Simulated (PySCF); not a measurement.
Electronic structure of Tl⁺ (thallium, charge +1) at the LDA level

Configuration: [Xe] 4f14 5d10 6s2, closed-shell 1S. Calculation: PySCF 2.14, in x2c-QZVPPall (16s10p9d6f1g, 142 functions); the spin-free X2C one-electron Hamiltonian (Gaussian nucleus).

* Total energy: -20237.34 hartree
* One-electron energy: -27699.06 hartree
* Hartree (Coulomb) energy: 7835.84 hartree
* Exchange-correlation energy: -374.13 hartree
* ⟨S²⟩: 0.0000
* ⟨L²⟩: 0.000
* Sum of ⟨r⟩: 44.23 bohr
* Sum of ⟨r²⟩: 52.04 bohr²
* Langevin diamagnetic susceptibility: -41.2 ×10⁻⁶ cm³/mol

```tsv
shell	electrons	mean orbital energy (hartree)	rms radius, mean of both spins (bohr)
1s	2	-3131.31762	0.0184
2s	2	-557.71066	0.0744
2p	6	-482.44215	0.0683
3s	2	-133.34723	0.190
3p	6	-111.55028	0.192
3d	10	-87.80129	0.176
4s	2	-29.94298	0.417
4p	6	-22.74693	0.445
4d	10	-14.00939	0.473
5s	2	-5.07449	0.929
4f	14	-4.47087	0.513
5p	6	-3.08834	1.07
5d	10	-0.84391	1.50
6s	2	-0.61185	2.53
```

Spin-orbit coupling, which splits the p, d and f shells strongly at this Z, is absent.

Densities and radii are taken from the X2C orbitals without a picture-change correction, which distorts them close to the nucleus.
